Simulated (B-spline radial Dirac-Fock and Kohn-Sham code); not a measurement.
A summary of the ionisation energies of tungsten (Z = 74) against charge, from relaxed Dirac-Fock hole states (ΔSCF) with Breit and QED corrections and a finite nucleus and from the NIST table. The largest relative steps of the computed values, from charge +5 on, come at W⁶⁺ (68 electrons left, 62.99 to 119.9 eV); W²⁸⁺ (46 electrons left, 877.1 to 1134.8 eV); W⁴⁶⁺ (28 electrons left, 2413.0 to 4078.2 eV); W⁶⁴⁺ (10 electrons left, 7130.5 to 16065.6 eV). The median of |NIST − computed| / NIST over the 72 ions is 0.93 %.

```
charge  computed (eV)  NIST (eV)
     0           6.90    7.86403
     5          62.99      64.77
    10          208.3      208.9
    15          359.7      361.9
    20          545.8      543.4
    25          776.8      784.4
    30         1235.2     1230.4
    35         1497.1     1512.4
    40         1970.8     1940.6
    45         2413.0     2414.1
    50         4603.4       4578
    55         5295.2       5348
    60         6351.8       6596
    65        16415.8      15896
    72        79177.3   79181.94
```
